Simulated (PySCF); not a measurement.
Compound: C₂H₇GeN.
Numbering: `[CH2:1]=[CH:2][GeH2:3][NH2:4]` (hydrogens: H5, H6 on C1; H7 on C2; H8, H9 on Ge3; H10, H11 on N4)

Structure used (PBE0-D3(BJ)/def2-SVP), in Å, numbered top down from 1:
```xyz
11
C2H7GeN angstrom
C     -2.181    0.389   -0.494
C     -1.115    0.395    0.311
Ge     0.524   -0.550   -0.100
N      1.904    0.658    0.050
H     -3.101    0.930   -0.244
H     -2.187   -0.160   -1.443
H     -1.156    0.964    1.248
H      0.831   -1.659    0.927
H      0.348   -1.192   -1.502
H      2.832    0.252   -0.043
H      1.835    1.444   -0.591
```

The closed-shell ground state was solved at several levels (PySCF, density fitting, gas phase). Relativistic effects, spin–orbit coupling among them, are left out although an element past zinc is present.

| level | basis functions | total energy (Eh) | HOMO (eV) | LUMO (eV) | gap (eV) | dipole (D) |
| --- | --- | --- | --- | --- | --- | --- |
| B3LYP/pcJ-1 (pcSseg-1 on Ge) | 192 | -2212.0071 | -6.90 | -0.56 | 6.34 | 1.01 |
| PBE0/pcSseg-1 | 127 | -2211.4941 | -7.18 | -0.36 | 6.82 | 1.00 |
| CAM-B3LYP/pcSseg-2 | 269 | -2212.3109 | -8.71 | 0.57 | 9.28 | 0.94 |

Problem. Estimate the row for PBE0/def2-SVPD, a basis of 154 functions; the other rows only guide the guess.

Solution. Total energy -2211.3817 Eh, HOMO -7.30 eV, LUMO -0.46 eV, gap 6.84 eV, dipole 0.90 D.

Problem. Over all these levels, which gives the widest orbital gap and which the narrowest?

Solution. CAM-B3LYP/pcSseg-2 (range-separated hybrid) has the widest, 9.28 eV, and B3LYP/pcJ-1 (pcSseg-1 on Ge) (global hybrid, 20 % exact exchange) the narrowest, 6.34 eV. Functional and basis both differ between the two, so the spread mixes both effects.

Problem. How far do the dipole and the HOMO energy spread over the levels?

Solution. The dipole runs from 0.90 to 1.01 D (mean 0.96 D) and the HOMO from -8.71 to -6.90 eV.

One conformer stands for the species.
